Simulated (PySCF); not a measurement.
H4AsB (SMILES B[AsH2]), singlet, at a GFN2-xTB geometry. Base run: PBE0/6-31G, polarisability in PySCF.

Here is a job for PySCF.
```python
from pyscf import gto, scf, dft
from pyscf.prop import polarizability

mol = gto.Mole()
mol.atom = '''
    B    -1.612267   -0.208878   -0.016713
    As    0.344623    0.056833   -0.050962
    H     0.693711   -1.179000    0.721127
    H     0.419580    0.899774    1.185605
    H    -2.340255    0.694631    0.146142
    H    -2.084275   -1.246497   -0.287580
'''
mol.basis = '6-31g'
mol.charge = 0
mol.spin = 0
mol.verbose = 4
mol.build()

mf = dft.RKS(mol)
mf.xc = 'pbe0'
mf.kernel()
alpha = mf.Polarizability().polarizability()[2, 2]
print('alpha_zz =', alpha)
```

Variants of this job, named by their change:

```
change                                         alpha_zz (bohr³)  basis functions  core-seconds (rough)
---------------------------------------------  ----------------  ---------------  --------------------
base                                                      28.45               44                     6
basis = cc-pVTZ                                           37.94              129                    40
finite field (a.u.) = 0.001; conv_tol = 1e-11             28.45               44                    10
functional = lda,vwn                                      28.91               44                     4
basis = def2-TZVP                                         38.78              103                    20
finite field (a.u.) = 2e-4; conv_tol = 1e-6               23.10               44                     4
basis = cc-pVDZ                                             ___              ___                    10
basis = 6-31G*                                              ___              ___                    10
basis = aug-cc-pVDZ                                       42.75               95                    20
basis = def2-SVPD                                         41.75               90                    20
functional = hf                                           27.77               44                     1
finite field (a.u.) = 0.001; conv_tol = 1e-6              28.52               44                     5
```

Q: What belongs in the gaps?

A: 
- basis = cc-pVDZ, alpha_zz (bohr³): 32.60
- basis = cc-pVDZ, basis functions: 61
- basis = 6-31G*, alpha_zz (bohr³): 29.89
- basis = 6-31G*, basis functions: 54

Finite-field rows take the second difference of the energy in a field along z; a small field with loose convergence shows SCF noise divided by the square of the field, and a large one adds hyperpolarisability.
